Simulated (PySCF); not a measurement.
# Computed records: BFH₂NSi

Computed with PySCF 2.14.0. Calculation on a computer-drawn molecule: the log of a Hartree-Fock and frozen-core CCSD(T) single point meant for a local Hartree-Fock minimum, with one planted fault or none, to be diagnosed. Offsets are logged minus clean, where the clean run is the same molecule without the fault. The reference is restricted for singlets and unrestricted otherwise, and also for a bond in bohr or an excited solution. Adding or removing an electron swaps singlet and doublet. The excited solution moves the top pair (singlet) or top alpha electron (doublet) to the lowest empty orbital. Highest occupied and lowest empty are orbital energies over both spins, largest force is the largest gradient component, triples share is (T) over the correlation energy, the T1 limit is 0.02 restricted and 0.045 unrestricted, electrons count all cores, a negative frequency is imaginary (commonest isotopes), and the dipole is about the centre of nuclear charge.

```json
{"formula": "BFH2NSi", "logged_structure": {"atoms_angstrom": [["B", -1.7175, -0.9319, -2.7406], ["N", -1.2511, 0.1503, -2.3768], ["Si", -0.6637, 1.8354, -2.0331], ["F", -1.4282, 2.0536, -0.5393], ["H", -2.1619, -1.9631, -3.0888], ["H", 0.7141, 1.4255, -1.4711]]}, "given": {"meant_charge": -1, "meant_multiplicity": 1, "meant_basis": "aug-cc-pV(D+d)Z", "logged_electrons": 38, "logged_basis_functions": 119, "logged_SCF_converged": "yes", "logged_spin_squared": 2.008, "logged_highest_occupied [eV]": 0.9785, "logged_lowest_empty [eV]": 2.9391, "logged_largest_force [hartree/bohr]": 0.07041, "logged_T1_diagnostic": 0.091339, "logged_D1_diagnostic": 0.5924, "logged_triples_share": 0.036543, "logged_CC_converged": "yes", "logged_dipole_magnitude [debye]": 9.7328, "logged_SCF_stable_within_its_kind": "yes", "logged_energy_HF [hartree]": -468.6985, "logged_energy_CCSD(T) [hartree]": -469.28581, "possible_faults": "no fault, one electron removed, one electron added, multiplicity raised by two, geometry at a saddle point, SCF held on an excited solution, minimal basis STO-3G, one bond length entered in bohr, all coordinates scaled", "drawn_bonds_atom": [1, 2, 3, 1, 3], "drawn_bonds_other_atom": [2, 3, 4, 5, 6], "drawn_bonds_order": [2, 1, 1, 1, 1]}, "results": {"planted_fault": "multiplicity raised by two", "HF_energy_offset_from_clean_run [kcal/mol]": 44.64, "CCSD(T)_energy_offset_from_clean_run [kcal/mol]": 63.5}, "notes": ["T1 above single-reference limit", "highest electron not bound in this basis"]}
```
